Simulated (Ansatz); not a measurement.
Harmonic vibrations of the cluster KI₂⁻ by finite differences.

```yaml
crystal:
  periodic: [false, false, false]
  atoms:
    - {symbol: K, position_ang: [0.003481, 0.005158, -0.002935]}
    - {symbol: I, position_ang: [-0.627779, -2.019178, -2.481037]}
    - {symbol: I, position_ang: [0.624298, 2.014021, 2.483971]}
basis:
  gaussian: {orbitals: def2-TZVPD}
total_charge: -1
hamiltonian: {xc: pbe0, dispersion: d4}
scf: {omitted_lower_state_checks: [starts]}
phonons: {temperatures: {t_min: 298.15, t_max: 900, t_step: 200}}
```

```sh
$ ansatz run in.yaml --threads 4 --pin off --events-out ev --progress --plain --max-ram 3916MiB
```

Shortened log:

```
Functional definition: PBE0
mean field -32529.38823018 eV, -1195.4329682479 hartree, gradient 4.1e-5 eV, S^2 0.000000; 0 other end points of the search recorded, 0 dependent functions left out
mean field -32529.38820703 eV, -1195.4329673971 hartree, gradient 1.1e-6 eV, S^2 0.000000; 0 other end points of the search recorded, 0 dependent functions left out
mean field -32529.38824319 eV, -1195.4329687260 hartree, gradient 1.1e-6 eV, S^2 0.000000; 0 other end points of the search recorded, 0 dependent functions left out
mean field -32529.38823678 eV, -1195.4329684902 hartree, gradient 1.1e-6 eV, S^2 0.000000; 0 other end points of the search recorded, 0 dependent functions left out
mean field -32529.38821574 eV, -1195.4329677172 hartree, gradient 1.1e-6 eV, S^2 0.000000; 0 other end points of the search recorded, 0 dependent functions left out
mean field -32529.38825823 eV, -1195.4329692785 hartree, gradient 1.1e-6 eV, S^2 0.000000; 0 other end points of the search recorded, 0 dependent functions left out
mean field -32529.38819680 eV, -1195.4329670210 hartree, gradient 1.1e-6 eV, S^2 0.000000; 0 other end points of the search recorded, 0 dependent functions left out
mean field -32529.38820425 eV, -1195.4329672948 hartree, gradient 1.1e-6 eV, S^2 0.000000; 0 other end points of the search recorded, 0 dependent functions left out
mean field -32529.38825210 eV, -1195.4329690535 hartree, gradient 1.1e-6 eV, S^2 0.000000; 0 other end points of the search recorded, 0 dependent functions left out
mean field -32529.38821488 eV, -1195.4329676854 hartree, gradient 1.1e-6 eV, S^2 0.000000; 0 other end points of the search recorded, 0 dependent functions left out
mean field -32529.38824015 eV, -1195.4329686141 hartree, gradient 1.1e-6 eV, S^2 0.000000; 0 other end points of the search recorded, 0 dependent functions left out
mean field -32529.38824154 eV, -1195.4329686655 hartree, gradient 1.1e-6 eV, S^2 0.000000; 0 other end points of the search recorded, 0 dependent functions left out
mean field -32529.38821472 eV, -1195.4329676797 hartree, gradient 1.1e-6 eV, S^2 0.000000; 0 other end points of the search recorded, 0 dependent functions left out
Total energy: -32529.43293969 eV, -1195.4346112919 hartree
Atom 0 at     0.003481     0.005158    -0.002935 Å, force    -0.002636    -0.006831    -0.005862 eV/Å
Atom 1 at    -0.627779    -2.019178    -2.481037 Å, force     0.005269     0.016131     0.018566 eV/Å
Atom 2 at     0.624298     2.014021     2.483971 Å, force    -0.002633    -0.009300    -0.012703 eV/Å
Dipole moment:     0.004252     0.006751    -0.002341 e Å
Vibrations: 38.32 38.32 68.98 174.06 cm⁻¹, zero-point energy 0.019817 eV
Checks for a lower state left out: starts
```

Run time 16 s (4 threads of Intel Xeon Platinum 8488C on a shared host).

In the def2 sets I takes a core potential; there is no spin–orbit coupling. The structure comes from a short search, and lower isomers may exist.
